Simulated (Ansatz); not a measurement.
The first iterations of a band of BrH + H4OSn (8 atoms, charge 0, multiplicity 1).

Method: RKS PBE0/def2-SVP (Ansatz).

```
movable images  : 7
climbing image  : yes
spring          : 5.0 eV/Å²
optimiser       : quadratic models (default)
start path      : through a guess of the saddle point
force threshold : 0.03 eV/Å
iteration limit : 60
end points      : relaxed
```

Image 0:

```xyz
8
Properties=species:S:1:pos:R:3
Sn -0.157 0.175 -0.160
O 0.115 -0.177 1.819
H -0.701 -0.215 2.334
H 1.439 0.352 -0.714
H -1.075 1.618 -0.233
H -0.999 -1.161 -0.809
Br 1.736 -2.771 1.994
H 0.969 -1.494 2.041
```

Image 8:

```xyz
8
Properties=species:S:1:pos:R:3
Sn 0.426 -0.151 -0.349
O -0.675 -0.381 2.446
H -1.187 -1.197 2.475
H 1.192 -0.115 -1.886
H 0.379 1.402 0.342
H -1.053 -0.989 -0.457
Br 2.032 -1.571 0.999
H 0.212 -0.671 2.701
```

| iteration | highest image above the first end (eV) | largest band force component (eV/Å) |
| --- | --- | --- |
| 1 | 1.114 | 4.703 |
| 2 | 0.617 | 2.663 |
| 3 | 0.411 | 4.181 |
| 4 | 0.096 | 1.117 |
| 5 | 0.163 | 3.840 |
| 6 | 0.116 | 0.983 |
| 7 | 0.100 | 0.639 |
| 8 | 0.083 | 0.556 |
| 9 | 0.044 | 0.296 |

Problem. Does the band converge within its limit, and where does its top end?

Solution. The forces met the threshold. It ended after 28 iterations with the highest image 0.031 eV above the first end. A vibrational analysis at the climbing image gives one clearly imaginary mode, 196i cm⁻¹: a first-order saddle point. The orbitals stay closed-shell, which can raise the energy where a bond breaks towards radicals; this wasn't checked here.

The run took 9.6 min on 2 threads of Arm Neoverse V1, with other jobs on the host, peak memory 0.23 GiB.
